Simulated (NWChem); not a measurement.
All runs are NWChem calculations. System: CHCl₂, charge 0, spin multiplicity 2, at a geometry optimised with UPBE0/def2-SVP. The structure started from a generated list of species. Its SCF solution wasn't tested for a lower state. Level: UB2PLYP/def2-SVP, 11 core orbitals frozen.

Input file:

```
start mol
memory heap 200 mb stack 900 mb global 1100 mb
geometry units angstroms nocenter noautoz
  Cl     0.169072    -0.023894     1.470293
  C     -0.668668     0.148477     0.000000
  Cl     0.169072    -0.023894    -1.470293
  H     -1.736423    -0.078460     0.000000
  symmetry group Cs
end
basis spherical
  * library def2-svp
end
dft
  xc hfexch 0.53 becke88 0.47 lyp 0.73 mp2 0.27
  dftmp2
  odft
  mult 2
  semidirect memsize 60000000 filesize 0
  iterations 100
end
mp2
  freeze core 11
end
task dft energy
```

NWChem printed:

```
             Northwest Computational Chemistry Package (NWChem) 7.3.0
             --------------------------------------------------------

                                NWChem Input Module
                                -------------------

 Scaling coordinates for geometry "geometry" by  1.889725989
 (inverse scale =  0.529177249)

 Turning off AUTOSYM since
 SYMMETRY directive was detected!

                             Geometry "geometry" -> ""
                             -------------------------

 Output coordinates in angstroms (scale by  1.889725989 to convert to a.u.)

  No.       Tag          Charge          X              Y              Z
 ---- ---------------- ---------- -------------- -------------- --------------
    1 Cl                  17.0000     0.16907200    -0.02389400     1.47029300
    2 C                    6.0000    -0.66866800     0.14847700     0.00000000
    3 Cl                  17.0000     0.16907200    -0.02389400    -1.47029300
    4 H                    1.0000    -1.73642300    -0.07846000     0.00000000

 Effective nuclear repulsion energy (a.u.)     125.8548506201

            Nuclear Dipole moment (a.u.)
            ----------------------------
        X                 Y               Z
 ---------------- ---------------- ----------------
     0.0000321253     0.0000113384     0.0000000000

      Symmetry information
      --------------------

 Group name             Cs
 Group number              2
 Group order               2
 No. of unique centers     3

      Symmetry unique atoms

     1    2    4


 Summary of "ao basis" -> "" (spherical)
 ------------------------------------------------------------------------------
       Tag                 Description            Shells   Functions and Types
 ---------------- ------------------------------  ------  ---------------------
 *                          def2-svp                  on all atoms

  dft_input: which_mp2 not specified, using semidirect MP2 by default.

                                 NWChem DFT Module
                                 -----------------

 Summary of "ao basis" -> "ao basis" (spherical)
 ------------------------------------------------------------------------------
       Tag                 Description            Shells   Functions and Types
 ---------------- ------------------------------  ------  ---------------------
 Cl                         def2-svp                 8       18   4s3p1d
 C                          def2-svp                 6       14   3s2p1d
 H                          def2-svp                 3        5   2s1p

 Summary of "ao basis" -> "ao basis" (spherical)
 ------------------------------------------------------------------------------
       Tag                 Description            Shells   Functions and Types
 ---------------- ------------------------------  ------  ---------------------
 Cl                         def2-svp                 8       18   4s3p1d
 C                          def2-svp                 6       14   3s2p1d
 H                          def2-svp                 3        5   2s1p

      Symmetry analysis of basis
      --------------------------

        a'         32
        a"         23

            General Information
            -------------------
          SCF calculation type: DFT
          Wavefunction type:  spin polarized.
          No. of atoms     :     4
          No. of electrons :    41
           Alpha electrons :    21
            Beta electrons :    20
[...]
   -----------------------------

   alpha      1      2      3      4      5      6      7      8      9     10
    beta      1      2      3      4      5      6      7     11     10      8
 overlap   1.000  1.000  1.000  1.000  1.000  0.990  0.990  0.988  0.988  0.998

   alpha     11     12     13     14     15     16     17     18     19     20
    beta      9     12     13     14     15     16     17     19     18     20
 overlap   0.998  0.998  1.000  0.995  0.995  0.999  0.954  0.878  0.998  0.879

   alpha     21     22     23     24     25     26     27     28     29     30
    beta     21     22     23     24     25     26     27     28     29     30
 overlap   0.951  0.990  0.992  0.999  0.997  1.000  0.960  0.944  1.000  0.994

   alpha     31     32     33     34     35     36     37     38     39     40
    beta     31     32     33     34     35     36     37     38     39     40
 overlap   0.999  0.998  0.994  0.980  0.992  0.986  0.981  0.980  0.766  0.764

   alpha     41     42     43     44     45     46     47     48     49     50
    beta     41     42     43     44     45     46     47     48     49     50
 overlap   0.999  0.999  0.998  1.000  0.999  0.998  1.000  0.999  0.995  0.993

   alpha     51     52     53     54     55
    beta     51     52     53     54     55
 overlap   0.995  0.995  0.997  1.000  1.000

     --------------------------
     Expectation value of S2:
     --------------------------
      <S2> =      0.7575 (Exact =     0.7500)

 center of mass
 --------------
 x =   0.04671555 y =   0.00071899 z =   0.00000000

 moments of inertia (a.u.)
 ------------------
         541.013721707946           4.775908985679           0.000000000000
           4.775908985679         576.874344142322           0.000000000000
           0.000000000000           0.000000000000          38.079440587916

     Multipole analysis of the density
     ---------------------------------

     L   x y z        total         alpha         beta         nuclear
     -   - - -        -----         -----         ----         -------
     0   0 0 0     -0.000000    -21.000000    -20.000000     41.000000

     1   1 0 0     -0.375808      0.289314     -0.665154      0.000032
     1   0 1 0     -0.097151     -0.299676      0.202513      0.000011
     1   0 0 1     -0.000000      0.000000     -0.000000      0.000000

     2   2 0 0    -21.357194    -23.569700    -21.605664     23.818170
     2   1 1 0      0.197618      1.559961      0.768884     -2.131228
     2   1 0 1     -0.000000     -0.000000     -0.000000      0.000000
     2   0 2 0    -23.313102    -13.009222    -10.867536      0.563656
     2   0 1 1     -0.000000     -0.000000     -0.000000      0.000000
     2   0 0 2    -23.000637   -144.025887   -141.447589    262.472838

                   NWChem MP2 Semi-direct Energy/Gradient Module
                   ---------------------------------------------

  Basis functions       =     55
  Molecular orbitals    =     55
  Frozen core           =     11
  Frozen virtuals       =      0
  Active alpha occupied =     10
  Active beta occupied  =      9
  Active alpha virtual  =     34
  Active beta virtual   =     35
  Use MO symmetry       = T
  Use skeleton AO sym   = T

  AO/Fock/Back tols     =   1.0D-09  1.0D-09  1.0D-09

 GA uses MA = F    GA memory limited = T

 Available:
  local mem=  4.43D+07
 global mem=  1.44D+08
 local disk=  0.00D+00
  mp2_memr nvloc                    34
  nvloc new                    34
   1 passes of  10:        3145728                      14841                   1747335.
   1 passes of  10: M     44323961           G      144173150           F      41178233.

 Semi-direct pass number   1 of   1  for UHF alpha       at        1.5s
  vrange nnbf                  1507
  mp2_eaftype                    10  avail_ma_in_mb                   386
 EAF : mp2_eaftype filesize          10     873667.
  mp2_eaf for mointskh                     10
Node 0 wrote      4.1 Mb in      0.0 s     Agg I/O rate:  2182.1 Mb/s
 Done moints_semi at        2.1s
  mp2_eaftype                    10  avail_ma_in_mb                   386
 EAF : mp2_eaftype filesize          10     873667.
  mp2_eaf for kh                    10
 Done maket at        2.1s
 Done multipass loop at        2.1s

 GA uses MA = F    GA memory limited = T

 Available:
  local mem=  4.43D+07
 global mem=  1.44D+08
 local disk=  0.00D+00
  mp2_memr nvloc                    35
  nvloc new                    35
   1 passes of   9:        3145728                      14203                   1619240.
   1 passes of   9: M     44323961           G      144173150           F      41178233.

 Semi-direct pass number   1 of   1  for UHF beta        at        2.1s
  vrange nnbf                  1507
  mp2_eaftype                    10  avail_ma_in_mb                   386
 EAF : mp2_eaftype filesize          10     809620.
  mp2_eaf for mointskh                     10
Node 0 wrote      3.8 Mb in      0.0 s     Agg I/O rate:  1630.1 Mb/s
 Done moints_semi at        2.7s
  mp2_eaftype                    10  avail_ma_in_mb                   386
 EAF : mp2_eaftype filesize          10     809620.
  mp2_eaf for kh                    10
 Done maket at        2.7s
 Done multipass loop at        2.7s

          -------------------------------------------
          DFT energy                    -958.252072176877
          Unscaled MP2 energy             -0.472503908725
          Total DFT+MP2 energy          -958.379648232233
          -------------------------------------------

 -----------------------
 Performance information
 -----------------------

 Timer overhead =  1.73D-07 seconds/call

               Nr. of calls         CPU time (s)                 Wall time (s)                GFlops
             ---------------    -------------------     ------------------------------   -------------------
Name         Min   Avg   Max    Min     Avg     Max     Min     Avg     Max   Mx/calls   Min     Max     Sum
mp2: moin     2     2     2    1.1     1.1     1.1      1.1     1.1     1.1    0.55      0.0     0.0     0.0
mp2: make     2     2     2   6.73E-2 6.73E-2 6.73E-2  6.74E-2 6.74E-2 6.74E-2 3.37E-2   0.0     0.0     0.0
mp2: tota     1     1     1    1.2     1.2     1.2      1.2     1.2     1.2     1.2      0.0     0.0     0.0

 The average no. of pstat calls per process was 5.00D+00
 with a timing overhead of 8.64D-07s

 Task  times  cpu:        2.7s     wall:        2.7s

 Total times  cpu:        2.7s     wall:        2.7s
```
